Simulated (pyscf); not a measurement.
PySCF, gas phase, ωB97X-D3(BJ)/def2-SVP geometries.

SMILES: [Br][Ti]([Br])([Br])[Br]
```xyz
5

Br     2.2308    -0.9867    -1.1924
Ti     0.2647    -0.1058    -0.4191
Br    -0.0322     1.9862    -1.2994
Br    -1.4759    -1.4528    -1.0482
Br     0.3367     0.0296     1.8647
```

Problem. What is the homolytic dissociation enthalpy (298 K, ωB97M-D3(BJ)/def2-TZVP) of the Br–Ti bond of Br–Ti(Br)(Br)–Br, to Br• + [Br–Ti(Br)–Br]•?

Solution. Br–Ti to Br• + [Br–Ti(Br)–Br]•: 2.82 eV. The 7 functionals that were run give +2.58 (M06-2X) to +3.66 eV (PBE). The radicals are drawn with the spin at the cut bond; how far it spreads was not checked. Left out: the spin-orbit lowering of Br, which is large for Br, Se, Te and I. Open-shell species with a d-block atom are single-reference here; other states, and whether the spin sits on metal or ligand, were not checked. Elements up to Kr have no core potential and no relativistic terms here.
